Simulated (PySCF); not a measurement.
How methods differ on the ionisation energy of Ru⁺

Ru⁺ [Kr] 4d7 (4F) → Ru²⁺ [Kr] 4d6 (5D), as a difference of total energies. Computed with PySCF 2.14 in aug-cc-pwCVDZ-PP with ECP28MDF (6s6p5d3f, 70 functions), with a scalar-relativistic core potential. Correlated levels: valence: 4s2 4p6 frozen. The calculations carry no spin-orbit coupling.

```tsv
method	ionisation energy (eV)
UHF	14.891
MP2 (valence)	16.205
SCS-MP2 (valence)	16.357
CCSD (valence)	16.136
CCSD(T) (valence)	16.204
```

Task: How much does correlation contribute at CCSD(T) (valence)?

Result: 16.204 − (14.891) = 1.313 eV, measured against UHF.

The reference lies between the lowest fine-structure levels, while these numbers refer to the centres of the terms.

Errors of the correlated levels include the incompleteness of this basis and the frozen core.

For comparison: 16.76 ± 0.06 eV (semi-empirical (NIST evaluation); NIST Atomic Spectra Database, ionization energies).
